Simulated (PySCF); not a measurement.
FIPb, singlet, at a GFN2-xTB geometry (such geometries of metal compounds can be far from the true shape) (core potentials on I, Pb), with bond 3-1 at 1.8 times its length; CASSCF(4,6)/def2-SVP in PySCF.

Input for PySCF:
```python
from pyscf import gto, scf, mcscf
import numpy

mol = gto.Mole()
mol.atom = '''
    Pb    0.522930   -0.431200    0.708314
    F     1.725564   -1.492635   -0.641581
    I    -2.402090    2.002051   -2.343133
'''
mol.basis = 'def2-svp'
mol.ecp = {'I': 'def2-svp', 'Pb': 'def2-svp'}
mol.charge = 0
mol.spin = 0
mol.verbose = 4
mol.build()

mf = scf.RHF(mol)
mf.kernel()
mc = mcscf.CASSCF(mf, 6, 4)
mc.fix_spin_(ss=0.0)
mc = mc.newton()
mc.kernel()
occ = numpy.linalg.eigvalsh(mc.fcisolver.make_rdm1(mc.ci, mc.ncas, mc.nelecas))[::-1]
ss = mc.fcisolver.spin_square(mc.ci, mc.ncas, mc.nelecas)[0]
print('natural occupations', occ.round(4), ' <S^2>', round(ss, 4))
```

The log (banner, timings and long lists left out):

```
PySCF version 2.14.0

[INPUT] verbose = 4
[INPUT] num. atoms = 3
[INPUT] num. electrons = 56
[INPUT] charge = 0
[INPUT] spin (= nelec alpha-beta = 2S) = 0
[INPUT] symmetry False subgroup None
[INPUT] Mole.unit = angstrom
[INPUT] Symbol           X                Y                Z      unit          X                Y                Z       unit  Magmom
[INPUT]  1 Pb     0.522930000000  -0.431200000000   0.708314000000 AA    0.988194482319  -0.814849904912   1.338519470195 Bohr   0.0
[INPUT]  2 F      1.725564000000  -1.492635000000  -0.641581000000 AA    3.260843370409  -2.820671353940  -1.212412376725 Bohr   0.0
[INPUT]  3 I     -2.402090000000   2.002051000000  -2.343133000000 AA   -4.539292226556   3.783328077412  -4.427879643431 Bohr   0.0

nuclear repulsion = 130.652241188742
number of shells = 26
number of NR pGTOs = 146
number of NR cGTOs = 66
basis = def2-svp
ecp = {'I': 'def2-svp', 'Pb': 'def2-svp'}

******** <class 'pyscf.scf.hf.RHF'> ********
method = RHF
initial guess = minao
damping factor = 0
level_shift factor = 0
DIIS = <class 'pyscf.scf.diis.CDIIS'>
diis_start_cycle = 1
diis_space = 8
diis_damp = 0
SCF conv_tol = 1e-09
SCF conv_tol_grad = None
SCF max_cycles = 50
direct_scf = True
direct_scf_tol = 1e-13
Set gradient conv threshold to 3.16228e-05
Initial guess from minao.
init E= -530.943599276546
  HOMO = -1.16851317045842  LUMO = -0.777347070577346  gap/eV = 10.64417
cycle= 1 E= -586.656270554441  delta_E= -55.7  |g|= 2.36  |ddm|= 14.6
  HOMO = -0.00199576925023237  LUMO = 0.0345825045270943  gap/eV = 0.99535
cycle= 2 E= -582.21530129282  delta_E= 4.44  |g|= 1.91  |ddm|= 6.23
  HOMO = -0.10584848497631  LUMO = -0.0443554103009625  gap/eV = 1.67331
cycle= 3 E= -587.295310393647  delta_E= -5.08  |g|= 1.14  |ddm|= 5.73
  HOMO = -0.366473935404681  LUMO = 0.0115113289807947  gap/eV = 10.28550
cycle= 4 E= -587.685929106017  delta_E= -0.391  |g|= 0.507  |ddm|= 1.88
  HOMO = -0.253883311899414  LUMO = -0.0985889637393512  gap/eV = 4.22577
cycle= 5 E= -587.803339592626  delta_E= -0.117  |g|= 0.136  |ddm|= 1.23
  HOMO = -0.229400193272528  LUMO = -0.11862350190452  gap/eV = 3.01439
cycle= 6 E= -587.816060097569  delta_E= -0.0127  |g|= 0.0603  |ddm|= 0.401
  HOMO = -0.238922118119924  LUMO = -0.11513273633465  gap/eV = 3.36848
cycle= 7 E= -587.819435752949  delta_E= -0.00338  |g|= 0.0235  |ddm|= 0.16
  HOMO = -0.252993881990874  LUMO = -0.102041299221733  gap/eV = 4.10763
cycle= 8 E= -587.820917733417  delta_E= -0.00148  |g|= 0.0119  |ddm|= 0.151
  HOMO = -0.256032007038254  LUMO = -0.0946552457764226  gap/eV = 4.39129
cycle= 9 E= -587.821153746125  delta_E= -0.000236  |g|= 0.00396  |ddm|= 0.0828
  HOMO = -0.256630866199846  LUMO = -0.0937723110783565  gap/eV = 4.43161
cycle= 10 E= -587.821182009505  delta_E= -2.83e-05  |g|= 0.000888  |ddm|= 0.0216
  HOMO = -0.256803415353182  LUMO = -0.093673759535335  gap/eV = 4.43898
cycle= 11 E= -587.821185634116  delta_E= -3.62e-06  |g|= 0.000363  |ddm|= 0.00743
  HOMO = -0.256667889391256  LUMO = -0.0937181342744253  gap/eV = 4.43409
cycle= 12 E= -587.821186357035  delta_E= -7.23e-07  |g|= 0.000123  |ddm|= 0.00384
  HOMO = -0.25668812120659  LUMO = -0.0936589136474304  gap/eV = 4.43625
cycle= 13 E= -587.821186419916  delta_E= -6.29e-08  |g|= 2.91e-05  |ddm|= 0.00129
  HOMO = -0.25670506073549  LUMO = -0.0936408551615025  gap/eV = 4.43720
cycle= 14 E= -587.821186422296  delta_E= -2.38e-09  |g|= 9.18e-06  |ddm|= 0.00025
  HOMO = -0.25670296288093  LUMO = -0.0936400061482579  gap/eV = 4.43717
cycle= 15 E= -587.821186422475  delta_E= -1.79e-10  |g|= 3.79e-06  |ddm|= 4.64e-05
  HOMO = -0.25670306976015  LUMO = -0.0936400938048011  gap/eV = 4.43717
Extra cycle  E= -587.821186422517  delta_E= -4.17e-11  |g|= 2.6e-06  |ddm|= 1.76e-05
converged SCF energy = -587.821186422517

******** <class 'pyscf.mcscf.newton_casscf.CASSCF'> ********
CAS (2e+2e, 6o), ncore = 26, nvir = 34
max_cycle_macro = 50
max_cycle_micro = 10
conv_tol = 1e-07
conv_tol_grad = None
orbital rotation max_stepsize = 0.03
augmented hessian ah_max_cycle = 30
augmented hessian ah_conv_tol = 1e-12
augmented hessian ah_linear dependence = 1e-14
augmented hessian ah_level shift = 1e-08
augmented hessian ah_start_tol = 500
augmented hessian ah_start_cycle = 3
augmented hessian ah_grad_trust_region = 3
kf_trust_region = 3
kf_interval = 5
natorb = False
canonicalization = True
internal_rotation = False
******** <class 'pyscf.fci.addons.SpinPenaltyFCISolver'> ********
max. cycles = 50
conv_tol = 1e-08
davidson only = True
linear dependence = 1e-12
level shift = 0.001
max iter space = 12
nroots = 1
pspace_size = 400
spin = None

WARN: SO-CASSCF (Second order CASSCF) is an experimental feature. Its performance is bad for large systems.

CASCI E = -587.838403514881  dE = -587.8384  S^2 = 0.0000000
Set conv_tol_grad to 0.000316228
macro 1 (18 JK  14 micro), CASSCF E = -587.849519263377  dE = -0.01112  |grad|=0.126  S^2 = 0.0000000
macro 2 (20 JK  15 micro), CASSCF E = -587.854054174858  dE = -0.004535  |grad|=0.0786  S^2 = 0.0000000
macro 3 (19 JK  14 micro), CASSCF E = -587.857608878957  dE = -0.003555  |grad|=0.0599  S^2 = 0.0000000
macro 4 (18 JK  14 micro), CASSCF E = -587.859081990426  dE = -0.001473  |grad|=0.0891  S^2 = 0.0000000
macro 5 (11 JK  7 micro), CASSCF E = -587.864059767602  dE = -0.004978  |grad|=0.0298  S^2 = 0.0000000
macro 6 (11 JK  7 micro), CASSCF E = -587.86894749756  dE = -0.004888  |grad|=0.0222  S^2 = 0.0000000
macro 7 (21 JK  16 micro), CASSCF E = -587.872158224729  dE = -0.003211  |grad|=0.0363  S^2 = 0.0000000
macro 8 (23 JK  18 micro), CASSCF E = -587.873043720896  dE = -0.0008855  |grad|=0.0139  S^2 = 0.0000000
macro 9 (11 JK  7 micro), CASSCF E = -587.873148268808  dE = -0.0001045  |grad|=0.00195  S^2 = 0.0000000
macro 10 (24 JK  18 micro), CASSCF E = -587.873182353035  dE = -3.408e-05  |grad|=6.1e-05  S^2 = 0.0000000
macro 11 (4 JK  1 micro), CASSCF E = -587.873182355078  dE = -2.043e-09  |grad|=5.96e-05  S^2 = 0.0000000
newton CASSCF converged in 11 macro (27 KF 153 Hx) steps
CASSCF canonicalization
Density matrix diagonal elements [1.95788753 1.38905472 0.0245918  0.60779781 0.01000658 0.01066156]
CASSCF energy = -587.873182355078
CASCI E = -587.873182355078  E(CI) = -3.08687769351195  S^2 = 0.0000000
natural occupations [1.959  1.4785 0.5218 0.0246 0.011  0.0051]  <S^2> 0.0
```
